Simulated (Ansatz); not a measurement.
Harmonic vibrations of Ag3S⁺ by finite differences.

```yaml
crystal:
  periodic: [false, false, false]
  atoms:
    - {symbol: Ag, position_ang: [1.959192, -0.747787, 0.280984]}
    - {symbol: Ag, position_ang: [-1.618911, -1.345933, 0.210274]}
    - {symbol: Ag, position_ang: [-0.350383, 2.049774, 0.392609]}
    - {symbol: S, position_ang: [0.010103, 0.043947, -0.883867]}
basis:
  gaussian: {orbitals: def2-SVP}
total_charge: 1
hamiltonian: {xc: {name: B3LYP}, dispersion: d4}
scf: {omitted_lower_state_checks: [starts]}
phonons: {temperatures: {t_min: 298.15, t_max: 900, t_step: 200}}
```

```sh
$ ansatz run in.yaml --threads 4 --pin off --events-out ev --progress --plain --max-ram 3916MiB
```

Output, abridged:

```
Functional definition: B3LYP
mean field -22828.99809343 eV, -838.9502058828 hartree, gradient 7.2e-5 eV, S^2 0.000000; 0 other end points of the search recorded, 0 dependent functions left out
mean field -22828.99816228 eV, -838.9502084132 hartree, gradient 1.8e-6 eV, S^2 0.000000; 0 other end points of the search recorded, 0 dependent functions left out
mean field -22828.99799488 eV, -838.9502022612 hartree, gradient 2.4e-6 eV, S^2 0.000000; 0 other end points of the search recorded, 0 dependent functions left out
mean field -22828.99805948 eV, -838.9502046351 hartree, gradient 1.6e-6 eV, S^2 0.000000; 0 other end points of the search recorded, 0 dependent functions left out
mean field -22828.99812159 eV, -838.9502069178 hartree, gradient 2.0e-6 eV, S^2 0.000000; 0 other end points of the search recorded, 0 dependent functions left out
mean field -22828.99809291 eV, -838.9502058639 hartree, gradient 2.0e-6 eV, S^2 0.000000; 0 other end points of the search recorded, 0 dependent functions left out
mean field -22828.99808313 eV, -838.9502055043 hartree, gradient 1.6e-6 eV, S^2 0.000000; 0 other end points of the search recorded, 0 dependent functions left out
mean field -22828.99801368 eV, -838.9502029522 hartree, gradient 2.1e-6 eV, S^2 0.000000; 0 other end points of the search recorded, 0 dependent functions left out
mean field -22828.99815212 eV, -838.9502080395 hartree, gradient 1.5e-6 eV, S^2 0.000000; 0 other end points of the search recorded, 0 dependent functions left out
mean field -22828.99802897 eV, -838.9502035139 hartree, gradient 1.9e-6 eV, S^2 0.000000; 0 other end points of the search recorded, 0 dependent functions left out
mean field -22828.99814228 eV, -838.9502076780 hartree, gradient 2.7e-6 eV, S^2 0.000000; 0 other end points of the search recorded, 0 dependent functions left out
mean field -22828.99809053 eV, -838.9502057762 hartree, gradient 1.9e-6 eV, S^2 0.000000; 0 other end points of the search recorded, 0 dependent functions left out
mean field -22828.99808671 eV, -838.9502056360 hartree, gradient 1.5e-6 eV, S^2 0.000000; 0 other end points of the search recorded, 0 dependent functions left out
mean field -22828.99807762 eV, -838.9502053020 hartree, gradient 2.9e-6 eV, S^2 0.000000; 0 other end points of the search recorded, 0 dependent functions left out
mean field -22828.99810718 eV, -838.9502063882 hartree, gradient 1.7e-6 eV, S^2 0.000000; 0 other end points of the search recorded, 0 dependent functions left out
mean field -22828.99816503 eV, -838.9502085141 hartree, gradient 1.8e-6 eV, S^2 0.000000; 0 other end points of the search recorded, 0 dependent functions left out
mean field -22828.99799044 eV, -838.9502020981 hartree, gradient 2.6e-6 eV, S^2 0.000000; 0 other end points of the search recorded, 0 dependent functions left out
mean field -22828.99809685 eV, -838.9502060085 hartree, gradient 2.2e-6 eV, S^2 0.000000; 0 other end points of the search recorded, 0 dependent functions left out
mean field -22828.99807716 eV, -838.9502052849 hartree, gradient 1.6e-6 eV, S^2 0.000000; 0 other end points of the search recorded, 0 dependent functions left out
mean field -22828.99806873 eV, -838.9502049752 hartree, gradient 2.4e-6 eV, S^2 0.000000; 0 other end points of the search recorded, 0 dependent functions left out
mean field -22828.99806814 eV, -838.9502049536 hartree, gradient 2.5e-6 eV, S^2 0.000000; 0 other end points of the search recorded, 0 dependent functions left out
mean field -22828.99806886 eV, -838.9502049799 hartree, gradient 2.3e-6 eV, S^2 0.000000; 0 other end points of the search recorded, 0 dependent functions left out
mean field -22828.99806802 eV, -838.9502049490 hartree, gradient 2.5e-6 eV, S^2 0.000000; 0 other end points of the search recorded, 0 dependent functions left out
mean field -22828.99805835 eV, -838.9502045936 hartree, gradient 2.1e-6 eV, S^2 0.000000; 0 other end points of the search recorded, 0 dependent functions left out
mean field -22828.99809164 eV, -838.9502058169 hartree, gradient 2.1e-6 eV, S^2 0.000000; 0 other end points of the search recorded, 0 dependent functions left out
Total energy: -22829.36336213 eV, -838.9636292600 hartree
Atom 0 at     1.959192    -0.747787     0.280984 Å, force     0.000261     0.000111    -0.000011 eV/Å
Atom 1 at    -1.618911    -1.345933     0.210274 Å, force    -0.000304     0.000004    -0.000006 eV/Å
Atom 2 at    -0.350383     2.049774     0.392609 Å, force    -0.000009     0.000032     0.000079 eV/Å
Atom 3 at     0.010103     0.043947    -0.883867 Å, force     0.000052    -0.000148    -0.000062 eV/Å
Dipole moment:    -0.007351    -0.031801     0.641579 e Å
Vibrations: 36.13 36.14 49.62 260.66 291.07 291.14 cm⁻¹, zero-point energy 0.059808 eV
Checks for a lower state left out: starts
```

Hardware: 4 threads of Intel Xeon on a shared host. Wall time 2 min.

In the def2 sets Ag takes a core potential; there is no spin–orbit coupling. The structure comes from a short search, and lower isomers may exist.
